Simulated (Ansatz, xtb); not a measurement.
**BrFH3Si2: which of two isomers lies lower**

Structure X is `F[Si]([SiH3])Br`, a doublet and structure Y is `F[SiH2][SiH]Br`, a doublet. Both are isolated molecules in the gas phase, relaxed with PBE0-D3(BJ)/def2-SVP; the shapes shown needn't be the lowest conformers.

X (Å):

```yaml
atoms:
  - { symbol: Br, position_ang: [1.2477, -1.2172, 4.1144] }
  - { symbol: F, position_ang: [1.5165, -0.4191, 1.0930] }
  - { symbol: Si, position_ang: [1.5706, -1.7869, 1.9800] }
  - { symbol: Si, position_ang: [-0.2232, -3.1822, 1.3354] }
  - { symbol: H, position_ang: [-1.5244, -2.4750, 1.5320] }
  - { symbol: H, position_ang: [-0.0540, -3.5614, -0.0985] }
  - { symbol: H, position_ang: [-0.1542, -4.3972, 2.1988] }
```

Y (Å):

```csv
atom,x (Å),y (Å),z (Å)
Br,0.6487,-4.9038,2.9791
F,0.2631,-0.2270,1.0999
Si,-0.2839,-1.6906,1.5623
Si,1.5437,-3.0079,2.2004
H,-1.1822,-1.5267,2.7388
H,-1.0325,-2.2874,0.4174
H,2.5047,-3.3647,1.1086
```

Quicker runs give these differences E(Y) − E(X): GFN2-xTB −5.23 kcal/mol; HF/STO-3G +9.10 kcal/mol (at GFN2-xTB geometries); r2SCAN-D4/def2-SVP +3.64 kcal/mol (at GFN2-xTB geometries).

Question: Estimate which is lower in electronic energy at CCSD(T)/def2-SVP + ΔMP2/def2-TZVPP, and by roughly how much.

Answer: Too close to call at this level: CCSD(T)/def2-SVP + ΔMP2/def2-TZVPP gives E(Y) − E(X) = +1.04 kcal/mol.

Level by level:

```
                             level              geometry  E(Y) − E(X) (kcal/mol)  departure from the last row (kcal/mol)  job, with rough time for the two
                          GFN2-xTB              GFN2-xTB                     −5.23                                   −6.28              optimisation, 0.12 s
                         HF/STO-3G              GFN2-xTB                     +9.10                                   +8.06               single point, 0.4 s
                r2SCAN-D4/def2-SVP              GFN2-xTB                     +3.64                                   +2.60               single point, 3.2 s
              PBE0-D3(BJ)/def2-SVP  PBE0-D3(BJ)/def2-SVP                     +2.05                                   +1.00                optimisation, 46 s
                       HF/def2-SVP  PBE0-D3(BJ)/def2-SVP                     −0.68                                   −1.73           part of the CCSD(T) run
                      MP2/def2-SVP  PBE0-D3(BJ)/def2-SVP                     +0.91                                   −0.13           part of the CCSD(T) run
                  CCSD(T)/def2-SVP  PBE0-D3(BJ)/def2-SVP                     +1.03                                   −0.02                      single point
CCSD(T)/def2-SVP + ΔMP2/def2-TZVPP  PBE0-D3(BJ)/def2-SVP                     +1.04                                                        single point, 31 s
```

As drawn, both hold the same kinds of bond in the same numbers.

GFN2-xTB, HF/def2-SVP put the two in the other order. The largest departure from CCSD(T)/def2-SVP + ΔMP2/def2-TZVPP is that of HF/STO-3G, 8.06 kcal/mol. The last row adds to CCSD(T) the change of the MP2 difference between the two basis sets, here +0.02 kcal/mol.

With harmonic frequencies from PBE0-D3(BJ)/def2-SVP (ideal gas, rigid rotor, one conformer each, 298.15 K, 1 atm): on the last row, ΔE + ΔZPE = +1.39 kcal/mol. A mode under 50 cm⁻¹ makes harmonic enthalpies and free energies unreliable, so none is given.

Open shells are spin-unrestricted. The correlated steps freeze 20 core orbitals; the filled d shell of Br is correlated, in a basis made for valence electrons. Codes used: Ansatz 0.2.0, xtb 6.7.1; the last row on 2 threads of Intel(R) Xeon(R) 6975P-C (Granite Rapids) on a shared host.
